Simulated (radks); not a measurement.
Question: Successive ionisation energies (eV) of one element, from differences of total energies of ions in their ground configurations, starting at charge 19: 836.94, 896.25, 956.70, 1018.2, 1080.6. All-electron calculation, non-relativistic Kohn-Sham, r2SCAN, spin-polarised, spherical densities, point nucleus; open shells are filled with parallel spins first (spin-orbit coupling, left out, can overturn this in heavy ions); meta-GGA in the generalised Kohn-Sham scheme; relativity is left out, which matters for an element this heavy. Program: a radial shooting solver on a logarithmic mesh with Libxc functionals. Which element is it?

Answer: Molybdenum (Z = 42). The first species listed is Mo19+ in [Ar] 3d5, the last Mo23+ in [Ar] 3d1.
